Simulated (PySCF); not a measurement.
## UHF on Sc⁺ (scandium, charge +1)

Configuration: [Ar] 4s2, closed-shell 1S (an excited configuration). Calculation: PySCF 2.14, in aug-cc-pVTZ-DK; the spin-free X2C one-electron Hamiltonian (Gaussian nucleus).

* Total energy: -763.013989 hartree
* One-electron energy: -1035.3974 hartree
* Hartree (Coulomb) energy: 310.3405 hartree
* Exchange energy: -37.9570 hartree
* ⟨S²⟩: 0.0000
* ⟨L²⟩: 0.000
* Sum of ⟨r⟩: 18.17 bohr
* Sum of ⟨r²⟩: 36.75 bohr²
* Langevin diamagnetic susceptibility: -29.1 ×10⁻⁶ cm³/mol

```csv
shell,electrons,mean orbital energy (eV),"rms radius, mean of both spins (bohr)"
1s,2,-4552.5,0.0844
2s,2,-538.22,0.370
2p,6,-440.76,0.340
3s,2,-83.483,1.13
3p,6,-55.199,1.24
4s,2,-13.313,3.46
```

Densities and radii are taken from the X2C orbitals without a picture-change correction, which distorts them close to the nucleus.
